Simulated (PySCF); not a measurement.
C3H7Cl2FSi.
InChI=1S/C3H7Cl2FSi/c4-1-2-7-3(5)6/h3H,1-2,7H2/t3-/m0/s1

Computed with TDDFT B3LYP/def2-SVPD, vertical, gas phase, core orbitals frozen in the response (PySCF 2.14.0, density-fitted response routines). Geometry: GFN2-xTB, one conformer, isolated molecule. Torsions of this conformer, `[F:1][C@H:2]([Cl:3])[SiH2:4][CH2:5][CH2:6][Cl:7]`: F1–C2–Si4–C5 -173°, C2–Si4–C5–C6 -160°, Si4–C5–C6–Cl7 -48°.

Computed states:

```csv
state,E (eV),f
S1,6.64,0.026
S2,7.03,0.0031
S3,7.15,0.0041
S4,7.31,0.0002
S5,7.34,0.021
S6,7.53,0.028
S7,7.56,0.0075
S8,7.67,0.0051
```

Each state is given a Gaussian of 0.4 eV full width at half maximum, with ε(max) = 2.175×10⁸ f / Δν̃ (Δν̃ the width in cm⁻¹). The cross-section is σ = 3.8235×10⁻²¹ ε cm², given in Mb (10⁻¹⁸ cm²). The width is an assumption, not a result. The curve ends short of the highest state used, and states not computed would add to its high-energy end.

Task: What does the envelope look like, and where are its maxima?

Result: 
```tsv
λ (nm)	σ (Mb)
175.5	3.66
176.0	3.39
176.6	3.13
177.1	2.98
177.7	2.88
178.2	2.87
178.8	2.92
179.3	3.03
179.8	3.20
180.4	3.46
180.9	3.73
181.5	4.10
182.0	4.44
182.6	4.86
183.1	5.21
183.6	5.55
184.2	5.93
184.7	6.20
185.3	6.46
185.8	6.61
186.4	6.70
186.9	6.71
187.4	6.65
188.0	6.49
188.5	6.28
189.1	5.97
189.6	5.66
190.2	5.23
190.7	4.85
191.3	4.38
191.8	3.98
192.3	3.58
192.9	3.12
193.4	2.75
194.0	2.34
194.5	2.02
195.1	1.68
195.6	1.43
196.1	1.20
196.7	0.97
197.2	0.80
197.8	0.63
198.3	0.52
198.9	0.40
199.4	0.32
200.0	0.24
200.5	0.19
201.0	0.15
201.6	0.11
202.1	0.08
202.7	0.06
203.2	0.05
203.8	0.03
204.3	0.02
204.8	0.02
205.4	0.01
```

Maxima: 187 nm (6.64 eV), ε about 1800, made up of S1 (99%) (ε in L mol⁻¹ cm⁻¹; maxima over ε = 5, shares over 10%). At its high-energy end, 7.07 eV, the curve is still rising (ε about 980, from S2, S3 and S5).

Task: What would ε be at 6.64 eV, the highest of these maxima, with half the width (0.2 eV)?

Result: About 3470 L mol⁻¹ cm⁻¹ against 1760, a factor of about 1.98; a lone state at its own centre would give exactly 2.

Task: Coming from long wavelengths, where does ε first pass 100 L mol⁻¹ cm⁻¹?

Result: At about 199 nm (6.23 eV), 0.41 eV below S1.

Task: On this curve, what absorbance would a 10⁻⁵ mol/L sample give at 193 nm over a 1 cm path?

Result: 193 nm is 6.424 eV, where ε is about 800 L mol⁻¹ cm⁻¹, so A = ε c l ≈ 0.008 (Beer–Lambert, with the gas-phase spectrum and the assumed width).
